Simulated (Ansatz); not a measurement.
`N#[C][GeH3]` and `C#N` differ in one atom or group.

Ansatz, PBE0-D4/def2-TZVP geometries, multiplicity 1. 

Scalar relativity is left out up to krypton.

| property | `N#[C][GeH3]` |
| --- | --- |
| HOMO–LUMO gap (ωB97M-V/def2-TZVPP) / eV | 13.81 |
| LUMO energy (B3LYP/def2-TZVPP) / eV | -0.50 |
| LUMO energy (PBE0/def2-TZVPP) / eV | -0.26 |
| HOMO–LUMO gap (PBE0/def2-TZVPP) / eV | 9.46 |
| HOMO energy (B3LYP/def2-TZVPP) / eV | -9.46 |
| size of the dipole moment (PBE/def2-TZVPP) / D | 3.79 |

What does the change do to each property? (Estimate.)

Computed: 
| property | `C#N` | shift |
| --- | --- | --- |
| HOMO–LUMO gap (ωB97M-V/def2-TZVPP) / eV | 15.38 | 1.57 |
| LUMO energy (B3LYP/def2-TZVPP) / eV | -0.03 | 0.47 |
| LUMO energy (PBE0/def2-TZVPP) / eV | 0.30 | 0.56 |
| HOMO–LUMO gap (PBE0/def2-TZVPP) / eV | 10.73 | 1.27 |
| HOMO energy (B3LYP/def2-TZVPP) / eV | -10.17 | -0.71 |
| size of the dipole moment (PBE/def2-TZVPP) / D | 2.92 | -0.87 |

With PBE0 the HOMO falls by 0.72 eV and the LUMO rises by 0.56 eV, so the gap widens by about 1.28 eV. PBE moves the HOMO by -0.66 eV and ωB97M-V by -0.83 eV. The zero-point energy changes by -39.1 kJ/mol with -8 modes. Dipoles are sizes alone; their direction can turn.

B3LYP here is the variant with VWN-RPA as its local correlation; programs differ in this.
